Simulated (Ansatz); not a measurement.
Consider the isomerisation: `C=N[SiH](O)F` → `F[SiH]1NCO1`.

Computed with Ansatz on PBE0-D4/def2-TZVP structures; ΔE is electronic, products minus reactants. CCSD(T)/CBS adds triple-zeta CCSD(T) − MP2 to the extrapolated MP2 energy (def2 sets, frozen cores). DFT in def2-TZVPP. Each species was taken in one conformer, which may not be the lowest.

```json
{"level": "BLYP", "ΔE (kJ/mol)": "56.2"}
{"level": "PBE0", "ΔE (kJ/mol)": "21.6"}
```

(1) What does CCSD(T)/CBS give? (Estimate.)

Largest T1 diagnostic among the species: 0.013.

Results:

(1) Ansatz gave: +38.6 kJ/mol. The listed levels differ from it by 17.6, -17.0 kJ/mol.

From BLYP to BHLYP (50 % exact exchange), in def2-TZVPP and without D4, ΔE moves by −14.8 kJ/mol. In def2-TZVPP, CCSD(T) changes the Hartree–Fock value by −15.7 kJ/mol (the triples alone add +0.4 kJ/mol) and MP2 by −20.7 kJ/mol. Leaving LDA and LC-ωPBE aside and taking each functional with its dispersion term where it has one, the values, not all of them listed here, spread over 34.8 kJ/mol, from PBE-QIDH to BLYP-D4. LDA lies −26.5 kJ/mol from PBE without D4.
